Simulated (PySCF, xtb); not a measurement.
MgF, SMILES [Mg][F], multiplicity 2.

Harmonic wavenumbers (cm⁻¹) from xtb with GFN2-xTB at its own minimum, in rising order: 570.

### Question
What does PBE-D3(BJ)/def2-TZVPD run with PySCF give at its own minimum? (The exact figures need the calculation; the answer reports its results.)

### Answer
664. Paired by order, the mean absolute difference is 93 cm⁻¹ and the zero-point energies are 0.8 and 0.9 kcal/mol.
